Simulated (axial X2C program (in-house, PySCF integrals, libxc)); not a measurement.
SnH⁺ at several levels of theory

All values were computed with an in-house relativistic program for diatomic molecules. Spin-free means the one-electron spin-free X2C Hamiltonian; two-component (2c) means X2C with spin–orbit coupling and atomic mean-field two-electron Coulomb and Gaunt terms, so the difference of the two also holds small scalar two-electron terms. Basis: Sn dyall-cv3z [11s12p9d4f1g], H dyall-v3z [6s2p1d] (cores contracted in-house); Gaussian nuclei, density fitting, unrestricted open shells. Masses: Sn 119.902 u, H 1.008 u.

State, spin-free: M_S = 0, Λ = 0 (closed shell); electrons by block: σα: 11, σβ: 11, π+α: 5, π+β: 5, π-α: 5, π-β: 5, δ+α: 2, δ+β: 2, δ-α: 2, δ-β: 2. Fragments: Sn+ + H.

State, 2c: Ω = 0 (closed shell); electrons by block: 1/2: 16, -1/2: 16, 3/2: 7, -3/2: 7, 5/2: 2, -5/2: 2. Fragments: Sn+ + H.

| Hamiltonian | level | Re (Å) | ωe (cm⁻¹) | ωexe (cm⁻¹) | Be (cm⁻¹) | αe (cm⁻¹) | De (eV) | μ (D) |
| --- | --- | --- | --- | --- | --- | --- | --- | --- |
| spin-free | PBE0 | 1.762 | 1828.4 | 23.3 | 5.435 | 0.122 | 2.70 | 0.06 |
| spin-free | HF | 1.745 | 1936.1 | 22 | 5.536 | 0.114 | 1.86 | 0.19 |
| spin-free | MP2 | 1.739 | 1897.9 | 24.3 | 5.579 | 0.124 | 2.56 | n/a |
| spin-free | CCSD | 1.750 | 1845.3 | 27 | 5.505 | 0.133 | 2.79 | n/a |
| spin-free | CCSD(T) | 1.753 | 1826.6 | 28.1 | 5.487 | 0.136 | 2.81 | n/a |
| spin-free | BP86 | 1.779 | 1753.7 | 24.1 | 5.329 | 0.127 | 2.89 | -0.02 |
| 2c | PBE0 | 1.761 | 1824.7 | 23.6 | 5.437 | 0.123 | n/a | 0.09 |
| 2c | HF | 1.745 | 1935.1 | 22.1 | 5.54 | 0.114 | 1.53 | 0.22 |
| 2c | MP2 | 1.738 | 1895.3 | 24.5 | 5.581 | 0.125 | 2.28 | n/a |
| 2c | CCSD | 1.750 | 1841.7 | 27.3 | 5.506 | 0.134 | 2.48 | n/a |
| 2c | CCSD(T) | 1.753 | 1822.4 | 28.4 | 5.487 | 0.137 | 2.50 | n/a |
| 2c | BP86 | 1.779 | 1747.8 | 24.6 | 5.328 | 0.128 | n/a | 0.01 |

Correlated methods: 14 electrons correlated (number of frozen shells: Sn 4 s, 3 p, 1 d; H none), 192 virtual spin orbitals or spinors in MP2, 90 natural virtuals in coupled cluster.

Dipoles are positive if H is the positive end and refer to the centre of mass.

Occupations by symmetry block were frozen at the best pattern of an incomplete PBE0 search. Closed shells are restricted here (equal orbitals for both partners); the stretched side of such a curve lies too high. Dissociation energies refer to the lowest single-determinant-based atoms at the same level and basis. De is not given where an atomic determinant may have missed its ground term or J level, or where the truncated virtual space spoils (T). CCSD and (T) use frozen natural virtuals with an MP2 correction for the truncation; (T) itself is uncorrected, so its De runs slightly low. Without a current term, density functionals place determinants with orbital angular momentum somewhat too high.

Rough cost a point (2c) on 1 thread(s) of a shared host, integrals apart: PBE0 0.24 s, HF 0.12 s, CCSD(T) 7 s, BP86 0.17 s.

The whole task took 2.9 min on 1 thread of Intel(R) Xeon(R) Processor @ 2.30GHz, with other jobs on the host.
